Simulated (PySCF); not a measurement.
# Vanadium: a sound run and one with changed settings

Sound run: V [Ar] 3d3 4s2, V⁺ [Ar] 3d4. Computed with PySCF 2.14 in def2-TZVP, with no relativity, point nucleus. The sound run starts from symmetry-adapted Hartree-Fock orbitals and uses a fine grid where one is needed.

Changed run: radial step 1.2 in ln r (0.13 in the sound run). This setting is unsound on purpose.

```csv
species,method,sound run (hartree),changed run (hartree),converged
V,UHF,-942.87233,-942.87233,yes
V,BP86,-943.99965,-944.19946,yes
V,TPSS,-943.90723,-944.20011,yes
V⁺,UHF,-942.65616,-942.65616,yes
V⁺,BP86,-943.76641,-943.65441,yes
V⁺,TPSS,-943.68475,-943.64329,yes
```

Ionisation energy of V:

```
method  sound run (eV)  changed run (eV)
   UHF           5.882             5.882
  BP86           6.347            14.832
  TPSS           6.054            15.152
```

A coarse radial grid mis-integrates the density and the exchange-correlation energy, with errors of either sign; Hartree-Fock needs no grid.

For comparison, NIST gives 6.746 eV between the lowest levels.
